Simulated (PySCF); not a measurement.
H2Te: fields on a plane

Level of theory: PBE0/[Te def2-TZVP with ECP28, H def2-TZVP], scalar-relativistic core potentials, density fitting, no spin–orbit coupling, PySCF.

The singlet minimum has Te–H 1.656 Å (×2); H–Te–H 90.3°.

The plane holds Te1 at (0.00, 0.00), H2 at (1.66, 0.00), H3 at (-0.01, 1.66) Å. Columns run from x = -1.95 to 4.05 Å, rows from y = 4.05 (top) to -1.95 Å, in steps of 0.3 Å. Other isomers or separated fragments may lie lower. Core electrons replaced by a potential are absent, the electrostatic potential uses the reduced nuclear charge, and values within about 0.7 Å of such atoms have no physical meaning.

Question: Give the lowest empty orbital (Å^-3/2) at -0.69 eV (cut at ±0.3; overall sign arbitrary). Lower edges of the bins (Å^-3/2): '_' -0.300, '.' -0.240, ':' -0.180, '-' -0.120, '=' -0.060, '+' 0.000, '*' 0.060, '#' 0.120, '%' 0.180, '@' 0.240; top 0.30, each point printed twice.

Answer: 
```
++++++++++++++++++++++++++++++++++++++++==
++++++++++++++++++++++++++++++++++++++====
++++++++++++++++++++++++++++++++++++======
++++++++++**********++++++++++++++========
==++++++**************++++++++++==========
==++++++**########****++++++++============
====++++**##%%@@%%##****++++==============
====++++**%%@@@@@@##**++++================
======++**%%@@@@@@##**++==================
--------==**%%@@%%##++======--============
--::::::::--++****++====----------========
::....____..::==++====::::::::::----======
::..______::==--++==--..____..::----======
::..______@@@@++**++--________::----======
::....__::%%++__++##==..____..::----======
::::::::--++..__##%%**--....::::----======
--------==**##%%@@@@##++----------========
========**##@@@@@@@@##**++================
======++**##%%@@@@%%##**++++==============
====++++**##%%%%%%%%##**++++++============
==++++++****########****++++++++++========
```

Question: Give the electrostatic potential (V) (cut at 20 V). Every second row and column.

Answer: 
```
 0.1  0.1  0.2  0.2  0.2  0.1  0.1  0.1  0.1  0.0  0.0
 0.2  0.2  0.3  0.3  0.3  0.2  0.1  0.1  0.1  0.1  0.0
 0.2  0.3  0.6  1.0  0.8  0.4  0.2  0.1  0.1  0.1  0.1
 0.3  0.6  1.7  5.7  3.2  0.7  0.3  0.2  0.1  0.1  0.1
 0.6  1.1  3.6 20.0 10.6  1.4  0.5  0.3  0.2  0.1  0.1
 1.0  2.5  7.8 17.5 12.8  4.1  1.4  0.8  0.4  0.2  0.1
 1.3  5.3 20.0 20.0 20.0 12.8 11.1  3.3  0.8  0.3  0.2
 1.2  5.8 20.0 20.0 20.0 17.4 20.0  5.6  1.0  0.3  0.2
 0.7  2.9 14.3 20.0 20.0  7.7  3.5  1.7  0.6  0.3  0.2
 0.3  0.9  2.9  5.7  5.3  2.5  1.1  0.6  0.3  0.2  0.1
 0.1  0.3  0.7  1.2  1.3  1.0  0.6  0.3  0.2  0.2  0.1
```
